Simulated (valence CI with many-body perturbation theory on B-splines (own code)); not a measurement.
# Forbidden lines of Te29+

Calculated by valence CI with perturbative core correlation (CI+MBPT): five valence electrons over a frozen Dirac-Fock core [Ar], a basis of 7 s, 7 p, 8 d, 6 f, 4 g, 1 h functions for each j, with the one-electron correlation potential Σ1 (screened to all orders), the two-electron term Σ2, the three-electron term Σ3, Breit, model QED; selected single and double excitations, second order for the rest, scaled by the run's own slope (own B-spline code, finite nucleus).

No measured spectrum was set against this ion. As an estimate, large intervals hold to a few tenths of a per cent, small ones and those within an open d or f shell to about a per cent. Only levels of the ground parity were solved; by the run's estimate the other parity begins above the list, which can be wrong where configurations are misplaced.

Lines 1 to 50 of 120 in falling wavelength, among levels below 74.354 eV, chosen from the decays that carry over 1 % of a level's rate. Wavelengths and rates use the calculated energies. Electric multipoles are in the length gauge, E1 and E2 with the static RPA response of the core. Weak lines are less certain than strong ones. Lines between different terms over intervals too small for the method are left out, as are lines whose strength nearly cancels. Branching is blank where the lifetime is uncertain.

Levels are named by their leading jj configuration (3d3/2^4 stands for four electrons in 3d with j = 3/2), which in mixed levels can hold well under half, so a name can repeat and another be missing. Letters in brackets count levels of one name in rising energy.

| λ vac (nm) | Upper | Lower | Type | A (s⁻¹) | Branch % |
| --- | --- | --- | --- | --- | --- |
| 1395 | (3d3/2^3 3d5/2^2) J=11/2 | (3d3/2^3 3d5/2^2) J=7/2 [a] | E2 | 3.02e-08 |  |
| 723.0 | (3d3/2^3 3d5/2^2) J=9/2 | (3d3/2^3 3d5/2^2) J=11/2 | M1 | 5.18e+01 | 20.8 |
| 476.2 | (3d3/2^3 3d5/2^2) J=9/2 | (3d3/2^3 3d5/2^2) J=7/2 [a] | M1 | 1.97e+02 | 79.1 |
| 431.0 | (3d3/2^2 3d5/2^3) J=13/2 | (3d3/2^2 3d5/2^3) J=11/2 | M1 | 9.76e+01 | 5.1 |
| 360.8 | (3d3/2^3 3d5/2^2) J=1/2 | (3d3/2^3 3d5/2^2) J=3/2 | M1 | 8.67e+02 | 100.0 |
| 332.9 | (3d3/2^2 3d5/2^3) J=3/2 [a] | (3d3/2^3 3d5/2^2) J=5/2 [b] | M1 | 2.41e+02 | 3.7 |
| 267.0 | (3d3/2^2 3d5/2^3) J=7/2 [b] | (3d3/2^2 3d5/2^3) J=5/2 [a] | M1 | 2.69e+02 | 3.5 |
| 253.7 | (3d3/2^3 3d5/2^2) J=7/2 [b] | (3d3/2^3 3d5/2^2) J=5/2 [a] | M1 | 1.00e+03 | 19.9 |
| 249.8 | (3d3/2^3 3d5/2^2) J=7/2 [b] | (3d3/2^3 3d5/2^2) J=9/2 | M1 | 1.39e+02 | 2.8 |
| 225.7 | (3d3/2^2 3d5/2^3) J=3/2 [b] | (3d3/2^3 3d5/2^2) J=5/2 [b] | M1 | 1.09e+03 | 2.5 |
| 219.2 | (3d3/2^2 3d5/2^3) J=9/2 [a] | (3d3/2^3 3d5/2^2) J=7/2 [b] | M1 | 9.33e+02 | 10.0 |
| 210.4 | (3d3/2^2 3d5/2^3) J=9/2 [b] | (3d3/2^2 3d5/2^3) J=9/2 [a] | M1 | 7.57e+02 | 2.4 |
| 202.4 | (3d3/2^3 3d5/2^2) J=7/2 [a] | (3d3/2^4 3d5/2) J=5/2 [b] | M1 | 2.12e+03 | 42.6 |
| 185.7 | (3d3/2^3 3d5/2^2) J=3/2 | (3d3/2^4 3d5/2) J=5/2 [b] | M1 | 1.32e+03 | 5.3 |
| 176.8 | (3d3/2 3d5/2^4) J=7/2 [a] | (3d3/2^2 3d5/2^3) J=5/2 [b] | M1 | 1.15e+03 | 2.7 |
| 168.6 | (3d3/2^2 3d5/2^3) J=7/2 [b] | (3d3/2^2 3d5/2^3) J=9/2 [a] | M1 | 2.57e+02 | 3.3 |
| 165.5 | (3d3/2^2 3d5/2^3) J=9/2 [c] | (3d3/2^2 3d5/2^3) J=7/2 [b] | M1 | 9.05e+02 | 5.1 |
| 163.8 | (3d3/2^3 3d5/2^2) J=7/2 [b] | (3d3/2^3 3d5/2^2) J=7/2 [a] | M1 | 1.96e+03 | 39.0 |
| 154.1 | (3d3/2^2 3d5/2^3) J=9/2 [b] | (3d3/2^2 3d5/2^3) J=7/2 [a] | M1 | 3.30e+02 | 1.0 |
| 150.4 | (3d3/2^2 3d5/2^3) J=3/2 [a] | (3d3/2^3 3d5/2^2) J=1/2 | M1 | 3.12e+02 | 4.8 |
| 148.2 | (3d3/2^2 3d5/2^3) J=5/2 [a] | (3d3/2^3 3d5/2^2) J=7/2 [b] | M1 | 1.42e+03 | 5.1 |
| 147.8 | (3d3/2^2 3d5/2^3) J=7/2 [c] | (3d3/2^2 3d5/2^3) J=5/2 [a] | M1 | 4.68e+02 | 1.8 |
| 147.8 | (3d3/2^2 3d5/2^3) J=7/2 [a] | (3d3/2^3 3d5/2^2) J=5/2 [a] | M1 | 1.45e+03 | 14.7 |
| 146.4 | (3d3/2^2 3d5/2^3) J=7/2 [a] | (3d3/2^3 3d5/2^2) J=9/2 | M1 | 4.09e+03 | 41.3 |
| 146.2 | (3d3/2^2 3d5/2^3) J=5/2 [b] | (3d3/2^2 3d5/2^3) J=3/2 [a] | M1 | 2.61e+03 | 7.1 |
| 145.8 | (3d3/2^3 3d5/2^2) J=5/2 [b] | (3d3/2^3 3d5/2^2) J=7/2 [a] | M1 | 3.57e+03 | 13.7 |
| 144.1 | (3d3/2 3d5/2^4) J=7/2 [a] | (3d3/2^2 3d5/2^3) J=9/2 [b] | M1 | 2.25e+03 | 5.3 |
| 142.5 | (3d3/2^2 3d5/2^3) J=11/2 | (3d3/2^3 3d5/2^2) J=9/2 | M1 | 1.52e+03 | 15.0 |
| 141.5 | (3d3/2^2 3d5/2^3) J=1/2 [a] | (3d3/2^3 3d5/2^2) J=1/2 | M1 | 8.88e+03 | 50.6 |
| 140.8 | (3d3/2^3 3d5/2^2) J=5/2 [a] | (3d3/2^4 3d5/2) J=5/2 [b] | M1 | 1.07e+04 | 74.8 |
| 138.5 | (3d3/2^2 3d5/2^3) J=9/2 [c] | (3d3/2^2 3d5/2^3) J=9/2 [b] | M1 | 5.11e+03 | 28.9 |
| 133.9 | (3d3/2^2 3d5/2^3) J=3/2 [c] | (3d3/2^2 3d5/2^3) J=3/2 [b] | M1 | 3.32e+03 | 23.9 |
| 131.0 | (3d3/2 3d5/2^4) J=5/2 [a] | (3d3/2^2 3d5/2^3) J=3/2 [b] | M1 | 4.54e+03 | 7.9 |
| 130.4 | (3d3/2^2 3d5/2^3) J=7/2 [b] | (3d3/2^2 3d5/2^3) J=7/2 [a] | M1 | 2.37e+03 | 30.5 |
| 129.9 | (3d3/2^2 3d5/2^3) J=3/2 [a] | (3d3/2^3 3d5/2^2) J=5/2 [a] | M1 | 1.40e+03 | 21.7 |
| 128.7 | (3d3/2^2 3d5/2^3) J=5/2 [b] | (3d3/2^2 3d5/2^3) J=7/2 [a] | M1 | 6.18e+03 | 16.7 |
| 123.8 | (3d3/2^2 3d5/2^3) J=3/2 [b] | (3d3/2^3 3d5/2^2) J=1/2 | M1 | 1.28e+03 | 2.9 |
| 119.0 | (3d3/2^2 3d5/2^3) J=11/2 | (3d3/2^3 3d5/2^2) J=11/2 | M1 | 8.59e+03 | 85.0 |
| 117.9 | (3d3/2^2 3d5/2^3) J=3/2 [c] | (3d3/2^2 3d5/2^3) J=1/2 [a] | M1 | 4.63e+02 | 3.3 |
| 114.8 | (3d3/2^4 3d5/2) J=5/2 [b] | (3d3/2^4 3d5/2) J=5/2 [a] | M1 | 1.21e+04 | 100.0 |
| 112.0 | (3d3/2^2 3d5/2^3) J=7/2 [a] | (3d3/2^3 3d5/2^2) J=7/2 [a] | M1 | 2.48e+03 | 25.0 |
| 111.7 | (3d3/2^2 3d5/2^3) J=7/2 [c] | (3d3/2^2 3d5/2^3) J=9/2 [a] | M1 | 7.34e+02 | 2.8 |
| 109.6 | (3d3/2^2 3d5/2^3) J=3/2 [b] | (3d3/2^3 3d5/2^2) J=5/2 [a] | M1 | 1.04e+03 | 2.4 |
| 107.4 | (3d3/2^2 3d5/2^3) J=9/2 [b] | (3d3/2^3 3d5/2^2) J=7/2 [b] | M1 | 1.82e+03 | 5.7 |
| 106.2 | (3d3/2^2 3d5/2^3) J=1/2 [b] | (3d3/2^2 3d5/2^3) J=3/2 [b] | M1 | 2.63e+03 | 7.7 |
| 106.2 | (3d3/2^2 3d5/2^3) J=3/2 [a] | (3d3/2^3 3d5/2^2) J=3/2 | M1 | 2.41e+02 | 3.7 |
| 105.2 | (3d3/2 3d5/2^4) J=7/2 [a] | (3d3/2^2 3d5/2^3) J=5/2 [a] | M1 | 6.22e+03 | 14.6 |
| 101.7 | (3d3/2^2 3d5/2^3) J=1/2 [a] | (3d3/2^3 3d5/2^2) J=3/2 | M1 | 8.68e+03 | 49.4 |
| 101.6 | (3d3/2^2 3d5/2^3) J=5/2 [b] | (3d3/2^3 3d5/2^2) J=5/2 [b] | M1 | 7.10e+03 | 19.2 |
| 100.5 | (3d3/2^2 3d5/2^3) J=9/2 [a] | (3d3/2^3 3d5/2^2) J=11/2 | M1 | 3.68e+03 | 39.4 |
